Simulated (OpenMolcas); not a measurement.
**Cr4+: moving or changing the point charges**

Cr4+ among 6 point charges of -2.2 e arranged as a tetragonal octahedron (D4h), 1.73 Å from the ion, with the axial distance 2.041 Å.
```
   1.7300    0.0000    0.0000  -2.20
   0.0000    1.7300    0.0000  -2.20
  -1.7300    0.0000    0.0000  -2.20
   0.0000   -1.7300    0.0000  -2.20
   0.0000    0.0000    2.0414  -2.20
   0.0000    0.0000   -2.0414  -2.20
```

```json
{"Program": "OpenMolcas 26.06", "Method": "SS-CASPT2, IPEA 0.25 Eh, imaginary shift 0.1 Eh (closed shells correlated: 3s 3p)", "Basis": "ANO-RCC-VDZP [5s4p2d1f]", "Scalar Hamiltonian": "DKH2, point nucleus", "Active space": "2 electrons in 5 orbitals (3d)", "State averaging": "2S+1 = 3 even, 10 roots; 2S+1 = 1 even, 15 roots", "Spin-orbit coupling": "RASSI with atomic mean-field integrals over the reference wave functions"}
```

Runs around this geometry, states (labels of D4, the rotations of D4h). Energies in cm-1 above the lowest state or level, χT in cm3 K/mol.

```csv
R (Å),q (e),Axial / equatorial distance,Ground state,First state of that spin,First gap with spin-orbit (degeneracies),χT at 300 K,First state of another spin
1.73,-1.76,1.18,3A2,3E 1360,"85 (1, 2)",0.707,1B2 14020
1.57,-2.2,1.18,3A2,3E 3060,"37 (1, 2)",0.857,1B2 14330
1.73,-2.2,1.18,3A2,3E 1790,"67 (1, 2)",0.759,1B2 14190
1.91,-2.2,1.18,3A2,3E 920,"120 (1, 2)",0.630,1B2 13880
1.73,-2.2,1.27,3A2,3E 2110,"66 (1, 2)",0.767,1B2 14150
```

Taking the first state of the same spin as R^-n, n = -ln(920 / 3060) / ln(1.91 / 1.57) = 6.1 between the shortest and longest distance.

Scaling the charges by -1.76 / -2.2 = 0.80 scales the first state of the same spin by 1360 / 1790 = 0.76; with fixed orbitals a first-order splitting would follow the charge.

Free-ion shares, where given, are those of the reference states; single-state CASPT2 does not remix them. This is an electrostatic model: the charges have no orbitals. No measured value stands beside these numbers.
